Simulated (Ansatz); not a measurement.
C6H20O4Te3, SMILES C[Te](C)(O[Te](C)(O)C)O[Te](C)(C)O. Atoms are numbered in the order given.

```xyz
33

O      5.8284     0.3674    -0.2654
Te     3.9290    -0.5154    -0.0972
C      3.5185     0.3177    -2.0521
C      3.3976     1.1668     1.1585
O      1.9844    -1.1339    -0.0014
Te     0.1764    -0.1019    -0.2717
C     -0.2032    -0.6246     1.7873
C     -0.4876    -1.9542    -1.1526
O     -1.7267     0.6500    -0.4380
Te    -3.6110    -0.1159    -0.0210
C     -4.1728     1.9443     0.1731
C     -3.8825    -0.2888    -2.1382
O     -5.6726    -0.5667     0.0146
H      5.7997     1.2970    -0.5363
H      3.0447     1.3012    -1.9273
H      2.8318    -0.3661    -2.5661
H      4.4782     0.4088    -2.5739
H      2.8552     1.9046     0.5510
H      2.7493     0.7950     1.9620
H      4.3303     1.5882     1.5510
H     -1.2107    -1.0510     1.8693
H      0.5811    -1.3409     2.0555
H     -0.1369     0.2916     2.3896
H     -0.8180    -1.7457    -2.1787
H      0.3763    -2.6268    -1.1226
H     -1.3272    -2.3402    -0.5593
H     -3.5053     2.5073    -0.4893
H     -5.2339     2.0030    -0.0955
H     -4.0141     2.2460     1.2170
H     -3.5855    -1.3026    -2.4380
H     -4.9483    -0.1272    -2.3371
H     -3.2211     0.4580    -2.5921
H     -5.8704    -1.0329     0.8394
```
Charge 0, spin multiplicity 1.

Coordinates come from a B3LYP-D3(BJ)/def2-SVP optimisation. The def2 effective core potentials stand for the cores of Te; spin–orbit coupling is left out. The values are those of a single conformer.

Two levels are set side by side: PBE-D3(BJ)/def2-SVP (Ansatz, a program for electronic structure) and B3LYP-D3(BJ)/def2-SVP (Ansatz). Each level has its own optimised geometry; the coordinates shown are those of the second. Differences are taken from unrounded values.

```json
[
 {"quantity": "mean bond length (Å)", "B3LYP-D3(BJ)": "1.472"},
 {"quantity": "bond O1–Te2 (Å)", "B3LYP-D3(BJ)": "2.101"},
 {"quantity": "bond Te2–C3 (Å)", "B3LYP-D3(BJ)": "2.164"},
 {"quantity": "bond Te2–C4 (Å)", "B3LYP-D3(BJ)": "2.165"},
 {"quantity": "bond Te2–O5 (Å)", "B3LYP-D3(BJ)": "2.043"},
 {"quantity": "bond O5–Te6 (Å)", "B3LYP-D3(BJ)": "2.099"},
 {"quantity": "bond Te6–C7 (Å)", "B3LYP-D3(BJ)": "2.158"},
 {"quantity": "bond Te6–C8 (Å)", "B3LYP-D3(BJ)": "2.156"},
 {"quantity": "bond Te6–O9 (Å)", "B3LYP-D3(BJ)": "2.053"},
 {"quantity": "bond O9–Te10 (Å)", "B3LYP-D3(BJ)": "2.076"},
 {"quantity": "bond Te10–C11 (Å)", "B3LYP-D3(BJ)": "2.144"},
 {"quantity": "bond Te10–C12 (Å)", "B3LYP-D3(BJ)": "2.142"},
 {"quantity": "bond Te10–O13 (Å)", "B3LYP-D3(BJ)": "2.111"},
 {"quantity": "bond O1–H14 (Å)", "B3LYP-D3(BJ)": "0.969"},
 {"quantity": "bond C3–H15 (Å)", "B3LYP-D3(BJ)": "1.099"},
 {"quantity": "bond C3–H16 (Å)", "B3LYP-D3(BJ)": "1.097"},
 {"quantity": "bond C3–H17 (Å)", "B3LYP-D3(BJ)": "1.096"}
]
```

Problem. What does PBE-D3(BJ) give, and how far is it from B3LYP-D3(BJ)? (An estimate is asked for; the answer gives what the named calculation found.)

Solution. 
```json
[
 {"quantity": "mean bond length (Å)", "PBE-D3(BJ)": "1.482", "PBE-D3(BJ) minus B3LYP-D3(BJ)": "0.010"},
 {"quantity": "bond O1–Te2 (Å)", "PBE-D3(BJ)": "2.115", "PBE-D3(BJ) minus B3LYP-D3(BJ)": "0.014"},
 {"quantity": "bond Te2–C3 (Å)", "PBE-D3(BJ)": "2.175", "PBE-D3(BJ) minus B3LYP-D3(BJ)": "0.011"},
 {"quantity": "bond Te2–C4 (Å)", "PBE-D3(BJ)": "2.176", "PBE-D3(BJ) minus B3LYP-D3(BJ)": "0.010"},
 {"quantity": "bond Te2–O5 (Å)", "PBE-D3(BJ)": "2.062", "PBE-D3(BJ) minus B3LYP-D3(BJ)": "0.019"},
 {"quantity": "bond O5–Te6 (Å)", "PBE-D3(BJ)": "2.122", "PBE-D3(BJ) minus B3LYP-D3(BJ)": "0.023"},
 {"quantity": "bond Te6–C7 (Å)", "PBE-D3(BJ)": "2.167", "PBE-D3(BJ) minus B3LYP-D3(BJ)": "0.009"},
 {"quantity": "bond Te6–C8 (Å)", "PBE-D3(BJ)": "2.165", "PBE-D3(BJ) minus B3LYP-D3(BJ)": "0.009"},
 {"quantity": "bond Te6–O9 (Å)", "PBE-D3(BJ)": "2.070", "PBE-D3(BJ) minus B3LYP-D3(BJ)": "0.017"},
 {"quantity": "bond O9–Te10 (Å)", "PBE-D3(BJ)": "2.102", "PBE-D3(BJ) minus B3LYP-D3(BJ)": "0.025"},
 {"quantity": "bond Te10–C11 (Å)", "PBE-D3(BJ)": "2.151", "PBE-D3(BJ) minus B3LYP-D3(BJ)": "0.007"},
 {"quantity": "bond Te10–C12 (Å)", "PBE-D3(BJ)": "2.147", "PBE-D3(BJ) minus B3LYP-D3(BJ)": "0.006"},
 {"quantity": "bond Te10–O13 (Å)", "PBE-D3(BJ)": "2.123", "PBE-D3(BJ) minus B3LYP-D3(BJ)": "0.012"},
 {"quantity": "bond O1–H14 (Å)", "PBE-D3(BJ)": "0.978", "PBE-D3(BJ) minus B3LYP-D3(BJ)": "0.009"},
 {"quantity": "bond C3–H15 (Å)", "PBE-D3(BJ)": "1.107", "PBE-D3(BJ) minus B3LYP-D3(BJ)": "0.008"},
 {"quantity": "bond C3–H16 (Å)", "PBE-D3(BJ)": "1.105", "PBE-D3(BJ) minus B3LYP-D3(BJ)": "0.008"},
 {"quantity": "bond C3–H17 (Å)", "PBE-D3(BJ)": "1.104", "PBE-D3(BJ) minus B3LYP-D3(BJ)": "0.008"}
]
```

Exact exchange shortens and stiffens bonds; PBE has none. Differences between two approximate levels are no errors against the true value.
